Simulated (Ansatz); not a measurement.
Reaction (ligand exchange at the Hf–C bond): `[CH3][Hf]12345678([OH])([C@H]9[C@@H]1[C@@H]2[C@@H]3[C@H]94)[C@H]1[C@@H]5[C@@H]6[C@@H]7[C@H]18` + H–F → `[OH][Hf]12345678([F])([C@H]9[C@@H]1[C@@H]2[C@@H]3[C@H]94)[C@H]1[C@@H]5[C@@H]6[C@@H]7[C@H]18` + CH₄

Calculated with Ansatz (gas phase, PBE0-D4/def2-TZVP geometries, no zero-point term in ΔE). CCSD(T)/CBS adds triple-zeta CCSD(T) − MP2 to the extrapolated MP2 energy (def2 sets, frozen cores). This one scheme is used for every species. Functionals use def2-TZVPP. B3LYP here is the variant with VWN-RPA as its local correlation; programs differ in this. HSE06 is defined as in plane-wave codes. Elements past krypton have def2 core potentials. For Hf outer-core shells are correlated without core-valence functions, which leaves a few kJ/mol of doubt a bond. One conformer a species, not always the lowest.

| level | ΔE (kJ/mol) | difference from CCSD(T)/CBS |
| --- | --- | --- |
| BLYP-D4 | -224.2 | -22.8 |
| r2SCAN-D4 | -224.1 | -22.7 |
| PBE0-D4 | -209.7 | -8.3 |
| HSE06-D4 | -209.3 | -7.9 |
| CAM-B3LYP-D4 | -228.7 | -27.3 |
| B2PLYP | -222.9 | -21.5 |
| PBE-QIDH | -208.1 | -6.7 |
| revPBE | -224.0 | -22.6 |
| r2SCAN | -226.9 | -25.5 |
| PBE0 | -216.6 | -15.2 |
| B3LYP | -233.7 | -32.3 |
| r2SCAN0 | -221.4 | -20.0 |
| CCSD(T)/def2-SVP | -236.0 | -34.6 |
| HF/def2-QZVPP | -242.1 | -40.7 |
| SCS-MP2/def2-QZVPP | -204.2 | -2.8 |
| MP2/CBS(def2) | -192.5 | 8.9 |
| CCSD(T)/CBS | -201.4 | 0 |

Largest T1 diagnostic among the species: 0.012.

From PBE to PBE0 (25 % exact exchange), in def2-TZVPP and without D4, ΔE moves by +3.5 kJ/mol. The D4 term adds +11.4 kJ/mol with B3LYP and +7.0 kJ/mol with PBE0; it sums over pairs of atoms, weighted by their polarisabilities, and B3LYP, whose exchange is more repulsive, gets the larger term.

CCSD(T)/CBS has its own doubt, a few kJ/mol and more with outer-core shells, so smaller differences from it don't rank the levels.
